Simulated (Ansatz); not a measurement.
Geometry optimisation of `[OH][SnH2][AlH2]`.

```yaml
crystal:
  periodic: [false, false, false]
  atoms:
    - {symbol: O, position_ang: [-2.046870, 0.529228, -0.403246]}
    - {symbol: Sn, position_ang: [-0.069096, 0.975519, -0.221433]}
    - {symbol: Al, position_ang: [1.120125, -1.269163, 0.628886]}
    - {symbol: H, position_ang: [-2.141758, -0.270010, -0.956672]}
    - {symbol: H, position_ang: [0.478908, 1.605978, -1.754407]}
    - {symbol: H, position_ang: [-0.147039, 2.294000, 0.897354]}
    - {symbol: H, position_ang: [0.569109, -2.668088, 0.069733]}
    - {symbol: H, position_ang: [2.328722, -1.254664, 1.683884]}
basis:
  gaussian: {orbitals: def2-TZVP}
hamiltonian: {xc: pbe0, dispersion: d4}
relax: {f_tol: 0.005, max_steps: 150}
```

```sh
$ ansatz run in.yaml --threads 2 --pin off --events-out ev --progress --plain --max-ram 4352MiB
```

Shortened log:

```
Functional definition: PBE0
mean field -14552.31961794 eV, -534.7878820428 hartree, gradient 6.1e-5 eV, S^2 0.000000; 0 other end points of the search recorded, 0 dependent functions left out
relax step   1: F+E_penalty+E_count = -14552.43692646 eV  Δ(F+E_penalty+E_count) = +0.000e0 eV  max|allowed force component| = 7.667e-1 eV/Å  Δτ_max = 0.0000 Å  (26 SCF iters, accepted)
mean field -14552.35292195 eV, -534.7891059427 hartree, gradient 2.0e-5 eV, S^2 0.000000; 0 other end points of the search recorded, 0 dependent functions left out
relax step   2: F+E_penalty+E_count = -14552.47139437 eV  Δ(F+E_penalty+E_count) = -3.447e-2 eV  max|allowed force component| = 3.268e-1 eV/Å  Δτ_max = 0.0867 Å  (30 SCF iters, accepted)
mean field -14552.36049565 eV, -534.7893842710 hartree, gradient 1.9e-5 eV, S^2 0.000000; 0 other end points of the search recorded, 0 dependent functions left out
relax step   3: F+E_penalty+E_count = -14552.47844547 eV  Δ(F+E_penalty+E_count) = -7.051e-3 eV  max|allowed force component| = 1.971e-1 eV/Å  Δτ_max = 0.0522 Å  (30 SCF iters, accepted)
mean field -14552.35927607 eV, -534.7893394521 hartree, gradient 1.9e-5 eV, S^2 0.000000; 0 other end points of the search recorded, 0 dependent functions left out
relax step   4: F+E_penalty+E_count = -14552.47711072 eV  Δ(F+E_penalty+E_count) = +1.335e-3 eV  max|allowed force component| = 1.272e-1 eV/Å  Δτ_max = 0.0442 Å  (30 SCF iters, rejected (line search))
mean field -14552.36225959 eV, -534.7894490946 hartree, gradient 1.8e-5 eV, S^2 0.000000; 0 other end points of the search recorded, 0 dependent functions left out
relax step   5: F+E_penalty+E_count = -14552.48018537 eV  Δ(F+E_penalty+E_count) = -1.740e-3 eV  max|allowed force component| = 3.870e-2 eV/Å  Δτ_max = 0.0212 Å  (30 SCF iters, accepted)
mean field -14552.36263980 eV, -534.7894630669 hartree, gradient 1.9e-5 eV, S^2 0.000000; 0 other end points of the search recorded, 0 dependent functions left out
relax step   6: F+E_penalty+E_count = -14552.48041772 eV  Δ(F+E_penalty+E_count) = -2.323e-4 eV  max|allowed force component| = 1.823e-2 eV/Å  Δτ_max = 0.0479 Å  (30 SCF iters, accepted)
mean field -14552.36298164 eV, -534.7894756292 hartree, gradient 1.8e-5 eV, S^2 0.000000; 0 other end points of the search recorded, 0 dependent functions left out
relax step   7: F+E_penalty+E_count = -14552.48061436 eV  Δ(F+E_penalty+E_count) = -1.966e-4 eV  max|allowed force component| = 2.157e-2 eV/Å  Δτ_max = 0.0194 Å  (32 SCF iters, accepted)
mean field -14552.36302899 eV, -534.7894773696 hartree, gradient 1.8e-5 eV, S^2 0.000000; 0 other end points of the search recorded, 0 dependent functions left out
relax step   8: F+E_penalty+E_count = -14552.48069930 eV  Δ(F+E_penalty+E_count) = -8.493e-5 eV  max|allowed force component| = 5.193e-3 eV/Å  Δτ_max = 0.0065 Å  (31 SCF iters, accepted)
mean field -14552.36315192 eV, -534.7894818871 hartree, gradient 1.8e-5 eV, S^2 0.000000; 0 other end points of the search recorded, 0 dependent functions left out
relax step   9: F+E_penalty+E_count = -14552.48088037 eV  Δ(F+E_penalty+E_count) = -1.811e-4 eV  max|allowed force component| = 9.670e-3 eV/Å  Δτ_max = 0.0321 Å  (30 SCF iters, accepted)
mean field -14552.36336940 eV, -534.7894898794 hartree, gradient 1.9e-5 eV, S^2 0.000000; 0 other end points of the search recorded, 0 dependent functions left out
relax step  10: F+E_penalty+E_count = -14552.48113452 eV  Δ(F+E_penalty+E_count) = -2.542e-4 eV  max|allowed force component| = 2.730e-2 eV/Å  Δτ_max = 0.0734 Å  (30 SCF iters, accepted)
mean field -14552.36352482 eV, -534.7894955908 hartree, gradient 1.8e-5 eV, S^2 0.000000; 0 other end points of the search recorded, 0 dependent functions left out
relax step  11: F+E_penalty+E_count = -14552.48123233 eV  Δ(F+E_penalty+E_count) = -9.781e-5 eV  max|allowed force component| = 2.125e-2 eV/Å  Δτ_max = 0.0090 Å  (31 SCF iters, accepted)
mean field -14552.36367033 eV, -534.7895009381 hartree, gradient 1.9e-5 eV, S^2 0.000000; 0 other end points of the search recorded, 0 dependent functions left out
relax step  12: F+E_penalty+E_count = -14552.48128218 eV  Δ(F+E_penalty+E_count) = -4.985e-5 eV  max|allowed force component| = 2.080e-2 eV/Å  Δτ_max = 0.0238 Å  (30 SCF iters, accepted)
mean field -14552.36374244 eV, -534.7895035881 hartree, gradient 1.8e-5 eV, S^2 0.000000; 0 other end points of the search recorded, 0 dependent functions left out
relax step  13: F+E_penalty+E_count = -14552.48135719 eV  Δ(F+E_penalty+E_count) = -7.501e-5 eV  max|allowed force component| = 1.268e-2 eV/Å  Δτ_max = 0.0151 Å  (31 SCF iters, accepted)
mean field -14552.36373986 eV, -534.7895034933 hartree, gradient 1.8e-5 eV, S^2 0.000000; 0 other end points of the search recorded, 0 dependent functions left out
relax step  14: F+E_penalty+E_count = -14552.48137713 eV  Δ(F+E_penalty+E_count) = -1.994e-5 eV  max|allowed force component| = 1.208e-2 eV/Å  Δτ_max = 0.0067 Å  (31 SCF iters, accepted)
mean field -14552.36374010 eV, -534.7895035024 hartree, gradient 1.9e-5 eV, S^2 0.000000; 0 other end points of the search recorded, 0 dependent functions left out
relax step  15: F+E_penalty+E_count = -14552.48139406 eV  Δ(F+E_penalty+E_count) = -1.693e-5 eV  max|allowed force component| = 9.366e-3 eV/Å  Δτ_max = 0.0107 Å  (32 SCF iters, accepted)
mean field -14552.36374347 eV, -534.7895036261 hartree, gradient 1.9e-5 eV, S^2 0.000000; 0 other end points of the search recorded, 0 dependent functions left out
relax step  16: F+E_penalty+E_count = -14552.48139978 eV  Δ(F+E_penalty+E_count) = -5.718e-6 eV  max|allowed force component| = 5.905e-3 eV/Å  Δτ_max = 0.0067 Å  (32 SCF iters, accepted)
mean field -14552.36374979 eV, -534.7895038584 hartree, gradient 1.1e-5 eV, S^2 0.000000; 0 other end points of the search recorded, 0 dependent functions left out
relax step  17: F+E_penalty+E_count = -14552.48140163 eV  Δ(F+E_penalty+E_count) = -1.849e-6 eV  max|allowed force component| = 4.345e-3 eV/Å  Δτ_max = 0.0026 Å  (23 SCF iters, accepted)
mean field -14552.36374979 eV, -534.7895038584 hartree, gradient 1.2e-5 eV, S^2 0.000000; 1 other end points of the search recorded, 0 dependent functions left out
Total energy: -14552.48144324 eV, -534.7938290129 hartree
Atom 0 at    -2.026502     0.544853    -0.477952 Å, force    -0.002053    -0.004345    -0.003448 eV/Å
Atom 1 at    -0.104280     0.942966    -0.183180 Å, force     0.001305    -0.000684    -0.000416 eV/Å
Atom 2 at     1.127383    -1.279515     0.645875 Å, force    -0.000718     0.001419    -0.000399 eV/Å
Atom 3 at    -2.165000    -0.182091    -1.088735 Å, force     0.000541     0.003726     0.003173 eV/Å
Atom 4 at     0.496858     1.590189    -1.660453 Å, force     0.000205     0.000082    -0.000021 eV/Å
Atom 5 at    -0.206426     2.222310     0.944997 Å, force    -0.000033     0.001278     0.000777 eV/Å
Atom 6 at     0.503430    -2.689503     0.269247 Å, force    -0.000587    -0.001325    -0.000404 eV/Å
Atom 7 at     2.466638    -1.206410     1.494299 Å, force     0.001340    -0.000152     0.000740 eV/Å
Dipole moment:     0.381343    -0.283220    -0.057834 e Å
```

Hardware: 2 threads of an Arm Neoverse V1 on a shared host. Wall time 59 s, peak host memory 0.32 GiB.
